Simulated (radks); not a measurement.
Coherent X-ray form factor from a spherical all-electron density. All-electron calculation, Dirac Kohn-Sham, PBE, spin-unpolarised, spherical densities, point nucleus. Program: a radial shooting solver on a logarithmic mesh with Libxc functionals.

| sin(theta)/lambda (1/angstrom) | f0 (electrons) |
|---|---|
| 0.05 | 59.263 |
| 0.1 | 57.212 |
| 0.15 | 54.247 |
| 0.2 | 50.836 |
| 0.25 | 47.373 |
| 0.3 | 44.103 |
| 0.4 | 38.482 |
| 0.5 | 33.970 |
| 0.6 | 30.222 |
| 0.8 | 24.316 |
| 1 | 20.230 |
| 1.25 | 17.001 |
| 1.5 | 14.782 |
| 2 | 11.062 |

The species is in the configuration that NIST lists as its ground one. Which atom or ion scatters so?

Answer. The samarium ion Sm2+, [Xe] 4f6. Extrapolating in s^2 from the first two rows gives f0(0) = 59.9, near the electron count 60; among species with that count, the fall with angle is slower the higher Z, and the table is that of Z = 62; from so few rows the species is fixed only to a neighbour or two.
